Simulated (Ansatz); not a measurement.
One change: `C[N](C)[Hf]([OH])([F])[CH2]C(C)(C)C` becomes `C[N](C)[Hf]([CH3])([OH])[F]`.

Ansatz, PBE0-D4/def2-TZVP geometries, multiplicity 1. Each molecule was computed in one conformer, which needn't be the lowest.

Elements past krypton have def2 core potentials.

```json
{"property": "HOMO–LUMO gap (B3LYP/def2-TZVPP) / eV", "`C[N](C)[Hf]([OH])([F])[CH2]C(C)(C)C`": "6.01"}
{"property": "LUMO energy (PBE/def2-TZVPP) / eV", "`C[N](C)[Hf]([OH])([F])[CH2]C(C)(C)C`": "-0.72"}
{"property": "HOMO energy (B3LYP/def2-TZVPP) / eV", "`C[N](C)[Hf]([OH])([F])[CH2]C(C)(C)C`": "-6.30"}
{"property": "size of the dipole moment (ωB97M-V/def2-TZVPP) / D", "`C[N](C)[Hf]([OH])([F])[CH2]C(C)(C)C`": "2.10"}
{"property": "HOMO–LUMO gap (PBE0/def2-TZVPP) / eV", "`C[N](C)[Hf]([OH])([F])[CH2]C(C)(C)C`": "6.50"}
{"property": "HOMO–LUMO gap (PBE/def2-TZVPP) / eV", "`C[N](C)[Hf]([OH])([F])[CH2]C(C)(C)C`": "4.53"}
```

**Question.** Give the same properties after the change, and the shifts. (An estimate is asked.)

**Answer.** The calculation gave: 
```csv
property,`C[N](C)[Hf]([CH3])([OH])[F]`,shift
HOMO–LUMO gap (B3LYP/def2-TZVPP) / eV,6.00,-0.01
LUMO energy (PBE/def2-TZVPP) / eV,-0.70,0.02
HOMO energy (B3LYP/def2-TZVPP) / eV,-6.30,0.00
size of the dipole moment (ωB97M-V/def2-TZVPP) / D,2.09,-0.01
HOMO–LUMO gap (PBE0/def2-TZVPP) / eV,6.50,0.00
HOMO–LUMO gap (PBE/def2-TZVPP) / eV,4.55,0.02
```

Dipoles are sizes alone; their direction can turn.

B3LYP here is the variant with VWN-RPA as its local correlation; programs differ in this.
